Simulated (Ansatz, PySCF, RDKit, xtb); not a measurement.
Noncovalent pair: H2S (SMILES S) (first 3 atoms) with CH5N (SMILES CN); geometry from B3LYP-D3(BJ)/def2-TZVP.
(charge 0, multiplicity 1):
```json
[
 {"atom": "S", "x (Å)": "0.2986", "y (Å)": "0.1311", "z (Å)": "-0.1314"},
 {"atom": "H", "x (Å)": "0.5133", "y (Å)": "0.2579", "z (Å)": "1.2085"},
 {"atom": "H", "x (Å)": "0.5767", "y (Å)": "-1.1820", "z (Å)": "-0.1245"},
 {"atom": "C", "x (Å)": "-0.6937", "y (Å)": "-0.3746", "z (Å)": "3.6384"},
 {"atom": "N", "x (Å)": "0.5120", "y (Å)": "0.3754", "z (Å)": "3.2790"},
 {"atom": "H", "x (Å)": "-0.5821", "y (Å)": "-1.4084", "z (Å)": "3.3094"},
 {"atom": "H", "x (Å)": "-1.5462", "y (Å)": "0.0442", "z (Å)": "3.1032"},
 {"atom": "H", "x (Å)": "-0.9250", "y (Å)": "-0.3785", "z (Å)": "4.7100"},
 {"atom": "H", "x (Å)": "1.3326", "y (Å)": "-0.0096", "z (Å)": "3.7309"},
 {"atom": "H", "x (Å)": "0.4385", "y (Å)": "1.3441", "z (Å)": "3.5659"}
]
```

Interaction energies are E(AB) − E(A) − E(B) at the monomers' geometry in the complex; basis-set methods are counterpoise corrected. RDKit's UFF carries no charges.

The values were computed with Ansatz (Gaussian orbitals); PySCF for the dispersion terms; RDKit for the force fields; xtb for the GFN methods. Values without a source in brackets are computed.

Q: One of these levels gives -4.42 kcal/mol for the interaction energy. Name it.
A. PBE-D3(BJ)/def2-TZVPPD
B. GFN-FF
C. BHLYP-D3(BJ)/def2-TZVPPD
D. UFF

A: C, BHLYP-D3(BJ)/def2-TZVPPD. The others give 9.88 (UFF), -4.79 (GFN-FF), -5.66 (PBE-D3(BJ)/def2-TZVPPD)

Ansatz is a quantum-chemistry and plane-wave program.
